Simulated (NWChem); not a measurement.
Species: GeF cation, singlet

```xyz
2

F      0.0000     0.0000    -1.3323
Ge     0.0000     0.0000     0.3766
```
Atoms are numbered in this order, from 1.

All runs: NWChem. Low-valent species are run as closed-shell singlets; no triplet was tried in these runs. Coordinates come from a PBE-D3(BJ)/def2-SVP optimisation. B3LYP is NWChem's, with the RPA form of VWN correlation. Static field.

```tsv
level	isotropic polarisability (bohr³)	anisotropy (bohr³)
PBE/def2-SVPD	19.9	5.9
B3LYP/def2-SVPD	19.4	5.1
BHandHLYP/def2-SVPD	19.2	3.7
LC-BLYP (range parameter 0.33 per bohr)/def2-SVPD	19.4	5.2
```
